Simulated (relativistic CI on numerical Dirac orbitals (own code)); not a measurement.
Mn6+ (3d) in a crystal field

Calculated by Dirac-Coulomb-Breit CI, orbitals from a KLI potential per configuration, QED by a radiative potential, valence Slater integrals scaled by 0.7, one configuration in a parametric crystal field (own radial code).

Field parameters in Wybourne normalisation: D3d B²₀ = −7Dσ, B⁴₀ = −14Dq − 21Dτ, B⁴₃ = −14√(10/7) Dq. The field is a parameter set, without covalency.

S is read from ⟨S²⟩ = S(S + 1).

Levels (cm⁻¹, degeneracy): 0 (2), 504 (2), 2523 (2), 40129 (2), 40172 (2).

Task: Which field gives this pattern?
A. D3d, 10Dq = 39000, Dσ = -830, Dτ = -300 cm⁻¹
B. D3d, 10Dq = 19150, Dσ = -680, Dτ = -60 cm⁻¹
C. D3d, 10Dq = 38950, Dσ = -780, Dτ = 30 cm⁻¹
D. D3d, 10Dq = 38450, Dσ = 440, Dτ = -410 cm⁻¹

Result: C. D3d, 10Dq = 38950, Dσ = -780, Dτ = 30 cm⁻¹, ground level with S = 0.50.
